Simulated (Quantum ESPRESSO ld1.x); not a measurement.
Values are calculated unless marked as measured or tabulated.
Question: These are the eigenvalues of the occupied orbitals of an atom or ion with whole-number occupations (eV). Code: ld1.x of Quantum ESPRESSO 7.5. Model: scalar-relativistic Kohn-Sham, LDA (Slater exchange, Perdew-Wang correlation), spin-polarised, spherical densities, point nucleus.

1s up: -35343.1
1s down: -35337.9
2s up: -7373.02
2s down: -7368.13
2p up: -6878.46
2p down: -6872.65
3s up: -2910.92
3s down: -2894.52
3p up: -2756.88

Which element is it, and in what charge state? The configuration may be excited. Open shells, if any, are filled with parallel spins first.

Answer: Z = 53, iodine, charge +39: I39+ in [Ne] 3s2 3p2. The list shows which subshells hold electrons but not how many an open one holds; the 1s level, -1298.8 hartree, gives Z - s = 51.0 by -(Z - s)^2/2, which with screening and relativity narrows Z to a few neighbours, and the depths of the outer levels then fix element, charge and occupations together.
